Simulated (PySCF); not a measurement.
# Computed structure and properties of [Yb(HCN)]2+

System: [Yb(HCN)]2+ (singlet in the valence; each metal's 4f electrons, 14 of them, lie in its core potential, out of spins and levels); start: template (C∞v). Method: PySCF 2.14.0, RKS PBE0, Yb lcecp-0-SVP with ECP60, N def2-SVP, C def2-SVP, H def2-SVP; non-relativistic Hamiltonian with scalar-relativistic core potentials where named; density fitting; no spin-orbit coupling.

Input of the relaxation:

```python
mol = gto.M(atom='''
Yb     0.00000    -0.00000    -0.43229
N      0.00000     0.00000     2.18521
C      0.00000     0.00000     3.34521
H      0.00000     0.00000     4.41521''',
    basis={'Yb': 'lcecp-0-SVP', 'N': 'def2-SVP', 'C': 'def2-SVP', 'H': 'def2-SVP'},
    ecp={'Yb': 'lcecp-0-SVP'},
    charge=2, spin=0)
mf = dft.RKS(mol, xc='PBE0')
mf.grids.atom_grid = (50, 194)  # f atoms: unpruned, at least (60, 302)
mf = mf.density_fit()  # fitting sets: Yb AutoAux, N def2-universal-JKFIT, C def2-universal-JKFIT, H def2-universal-JKFIT
mf.conv_tol = 1e-08; mf.max_cycle = 55
mf.kernel(dm0)  # dm0: converged density of the start geometry
# quasi-Newton relaxation in Cartesian coordinates to a largest gradient under 0.00045 Eh/bohr, steps kept in the point group
```

Run from Python with OMP_NUM_THREADS=2; the lines above give its settings. Where DIIS fails, smearing, a level shift and second-order steps follow.
It took 6.4 s on 2 threads of Arm Neoverse V2 (shared host), from the converged density of the start.

Course of the relaxation:

```tsv
step	energy above end (eV)	largest force component within the symmetry (eV/Å)
0	0.1024	1.946
1	0.0547	1.681
2	0.0130	0.730
3	0.0013	0.464
4	0.0000	0.041
5	0.0000	0.004
```

Relaxed geometry (C∞v):

```xyz
4

Yb    0.0000    0.0000   -0.2949
N     0.0000    0.0000    2.1355
C     0.0000    0.0000    3.2889
H     0.0000    0.0000    4.3839
```

| contact | Å |
| --- | --- |
| Yb1–N2 (HCN) | 2.430 |

On the finer grid (75, 302):

* HOMO: not given (4f levels lie in the core)
* LUMO: not given (4f levels lie in the core)
* Dipole about the centre of mass: 3.01 D
* Set of Mulliken populations of Yb1 outside the core potential: s 2.07, p 6.04, d 0.12, f 0.00
* D3(BJ) dispersion energy (not in the energies): -0.082 eV

```json
{"atom": "Yb1", "Mulliken (e)": "1.76", "Löwdin (e)": "1.64", "spin (e)": "0.00"}
{"atom": "N2", "Mulliken (e)": "-0.21", "Löwdin (e)": "-0.08", "spin (e)": "0.00"}
{"atom": "C3", "Mulliken (e)": "0.21", "Löwdin (e)": "0.32", "spin (e)": "0.00"}
{"atom": "H4", "Mulliken (e)": "0.24", "Löwdin (e)": "0.13", "spin (e)": "0.00"}
```

The 4f levels lie in the core potential and are missing.

On the grid (50, 194), as all that follows. Harmonic modes: a minimum; lowest 201 cm⁻¹ (negative: unstable), highest 3348 cm⁻¹, zero-point energy 0.494 eV.

Taking off one HCN (charge 0, singlet; the rest: singlet) in vacuum, both parts rigid, costs 2.62 eV; the small basis without counterpoise inflates it. Parting with an electron moved from the ligand to the metal can be far cheaper, even downhill.

Rigid scan of HCN along the line from its metal:

| distance to N2 (Å) | energy (eV) |
| --- | --- |
| 2.13 | 0.455 |
| 2.23 | 0.174 |
| 2.33 | 0.038 |
| 2.43 | 0.000 |
| 2.53 | 0.028 |
| 2.63 | 0.099 |
| 2.83 | 0.307 |

One start shape was tried, so this needn't be the lowest isomer.

An lcecp potential fixes the number of 4f electrons, so in runs with it no electron can move into or out of that shell.
